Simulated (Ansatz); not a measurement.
# From F to Br: the atomisation energy (no zero-point term)

One atom is swapped for its congeners: Cd(CH3)F; Cd(CH3)Cl; Cd(CH3)Br. All are singlets with charge 0.

Shapes, held fixed at every level: PBE0-D4/def2-TZVP. Programs: Ansatz 0.2.0. Values in eV.

Q: How should the atomisation energy change along the series?

A: At CCSD(T)/def2-TZVPP the atomisation energy falls at every step, from 18.21 to 17.30 eV. Every level shows the same order. For atoms past krypton def2 sets carry core potentials with scalar relativity. Relativity is left out for Br unless named. Correlated rows may include outer-core shells of Br, Cd, which these sets cover unevenly. Spin-orbit coupling, which grows down the group, is left out (summed over each molecule's free atoms 0.02, 0.04, 0.16 eV).

```csv
level,Cd(CH3)F,Cd(CH3)Cl,Cd(CH3)Br
SPW92/def2-TZVPP,21.53,20.53,20.14
PBE-D4/def2-TZVPP,19.05,18.27,17.91
PBE0-D4/def2-TZVPP,18.65,18.16,17.82
r2SCAN0-D4/def2-TZVPP,18.48,18.08,17.77
MP2/def2-TZVPP,18.54,17.83,17.50
CCSD(T)/def2-SVP,17.68,17.14,16.91
CCSD(T)/def2-TZVPP,18.21,17.60,17.30
```
